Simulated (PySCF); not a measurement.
Molecule: SMILES F[SiH](N)N, FH5N2Si.

Molfile (atoms numbered from 1):
```
FH5N2Si
     RDKit          3D

  9  8  0  0  0  0  0  0  0  0999 V2000
   -1.4003    0.3878    0.4673 N   0  0  0  0  0  0  0  0  0  0  0  0
   -0.0632   -0.5562   -0.0098 Si  0  0  0  0  0  4  0  0  0  0  0  0
    1.3022    0.4742   -0.0704 N   0  0  0  0  0  0  0  0  0  0  0  0
   -0.1323   -1.1886   -1.5122 F   0  0  0  0  0  0  0  0  0  0  0  0
   -1.5854    1.2888    0.0421 H   0  0  0  0  0  0  0  0  0  0  0  0
   -2.2382   -0.0388    0.8431 H   0  0  0  0  0  0  0  0  0  0  0  0
   -0.0537   -1.7459    0.8848 H   0  0  0  0  0  0  0  0  0  0  0  0
    1.5455    1.0596    0.7189 H   0  0  0  0  0  0  0  0  0  0  0  0
    2.1131    0.2238   -0.6229 H   0  0  0  0  0  0  0  0  0  0  0  0
  1  2  1  0
  2  3  1  0
  2  4  1  0
  1  5  1  0
  1  6  1  0
  2  7  1  0
  3  8  1  0
  3  9  1  0
M  END
```

Geometry PBE0-D3(BJ)/def2-SVP throughout; GIAO in PySCF, gas phase, one conformer, non-relativistic; equivalent atoms averaged; basis pcSseg-2.

For orientation, OPBE gives these absolute shieldings σ: N1/N3 231.5, Si2 387.1, F4 309.7, H7 26.04, H5/H6/H8/H9 30.34 ppm.

A run gave: N1/N3 230.9, Si2 376.9, F4 314.4, H7 26.26, H5/H6/H8/H9 30.30 ppm (absolute shieldings σ).

Q: Which functional was used in that run?
A. B3LYP
B. BLYP
C. KT3
D. PBE0

A: D. Si2 tells them apart best: PBE0 gives 376.9, BLYP gives 355.1, B3LYP gives 367.9, KT3 gives 396.5 ppm.
